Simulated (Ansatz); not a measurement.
`C[B]CC` radical. The species carries charge 0 and has multiplicity 2.

Cartesian coordinates in Å:
```
C -0.3313 -0.0566 -1.8332
B 0.2142 -0.9850 -0.7258
C 0.3564 -0.7497 0.7991
C 0.0573 0.6540 1.3293
H 0.5184 0.5861 -2.1143
H -0.6528 -0.5611 -2.7455
H -1.1239 0.6210 -1.4910
H 1.3470 -1.0889 1.1272
H -0.3240 -1.4844 1.2597
H -0.9561 0.9699 1.0700
H 0.7451 1.3909 0.9072
H 0.1497 0.7037 2.4173
```

Problem. List the harmonic frequencies (cm⁻¹, unscaled) at PBE0-D4/def2-TZVP in Ansatz. (Best estimate.)

Solution. Computed: 34, 96, 183, 233, 447, 566, 670, 760, 903, 952, 965, 1059, 1151, 1248, 1290, 1331, 1399, 1403, 1411, 1448, 1490, 1496, 2997, 3001, 3045, 3050, 3058, 3114, 3119, 3125.

Problem. Is this a minimum?

Solution. Yes, all 30 modes are real.

Problem. Give the ideal-gas thermochemistry at 298.15 K and 1 bar (rigid rotor, harmonic oscillator; point group C1, symmetry number 1).

Solution. Zero-point energy 269.4 kJ/mol; H(298) − E = 288.9 kJ/mol; entropy 333.5 J/(mol·K), of which translation 158.8, rotation 102.8, vibration 66.1, electronic 5.8; G(298) − E = 189.5 kJ/mol. Modes under 100 cm⁻¹ are hindered rotations or soft bends, so the harmonic entropy is rough.

Problem. And at 400, 500, 600, 800 and 1000 K?

Solution. 
```
T (K)  H − E (kJ/mol)  S (J/mol/K)  G − E (kJ/mol)
  400           299.6        364.3           153.9
  500           312.4        392.6           116.0
  600           326.9        419.2            75.4
  800           360.7        467.6           -13.3
 1000           399.3        510.5          -111.2
```
